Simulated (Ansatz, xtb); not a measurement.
**Two isomers of C3H5BF2Se**

Structure I: `FB(F)C1C[Se]C1`, a singlet. Structure II: `FB(F)[C@@H]1CC[Se]1`, a singlet. Both are isolated molecules in the gas phase, relaxed with PBE-D3(BJ)/def2-SVP; each stands in its lowest conformer found.

**Question.** Estimate which is lower in electronic energy at CCSD(T)/def2-SVP + ΔMP2/def2-TZVPP, and by roughly how much.

**Answer.** The CCSD(T)/def2-SVP + ΔMP2/def2-TZVPP calculation puts structure II lower, by 0.175 eV.

Level by level:

```tsv
level	geometry	E(II) − E(I) (eV)	departure from the last row (eV)	job, with rough time for the two
GFN2-xTB	GFN2-xTB	−0.092	+0.083	optimisation, 0.29 s
HF/STO-3G	GFN2-xTB	−0.015	+0.160	single point, 0.46 s
r2SCAN-D4/def2-SVP	GFN2-xTB	−0.204	−0.029	single point, 2.5 s
PBE-D3(BJ)/def2-SVP	PBE-D3(BJ)/def2-SVP	−0.216	−0.041	optimisation, 23 s
HF/def2-SVP	PBE-D3(BJ)/def2-SVP	−0.109	+0.066	part of the CCSD(T) run
MP2/def2-SVP	PBE-D3(BJ)/def2-SVP	−0.195	−0.020	part of the CCSD(T) run
CCSD(T)/def2-SVP	PBE-D3(BJ)/def2-SVP	−0.187	−0.012	single point
CCSD(T)/def2-SVP + ΔMP2/def2-TZVPP	PBE-D3(BJ)/def2-SVP	−0.175		single point, 49 s
```

As drawn, both hold the same kinds of bond in the same numbers.

HF/STO-3G finds them nearly level. The largest departure from CCSD(T)/def2-SVP + ΔMP2/def2-TZVPP is that of HF/STO-3G, 0.160 eV. The last row adds to CCSD(T) the change of the MP2 difference between the two basis sets, here +0.012 eV.

With thermal terms from frequencies at re-optimised GFN2-xTB minima (ideal gas, soft modes damped towards free rotors, one conformer each, 298.15 K, 1 atm): on the last row, ΔE + ΔZPE = −0.161, ΔH = −0.162, ΔG = −0.155 eV.

The correlated steps freeze 15 core orbitals; the filled d shell of Se is correlated, in a basis made for valence electrons. Mirror images aren't counted in ΔG. Programs: Ansatz 0.2.0, xtb 6.7.1; the last row on 4 threads of Intel(R) Xeon(R) Platinum 8375C CPU @ 2.90GHz (Ice Lake) on a shared host.
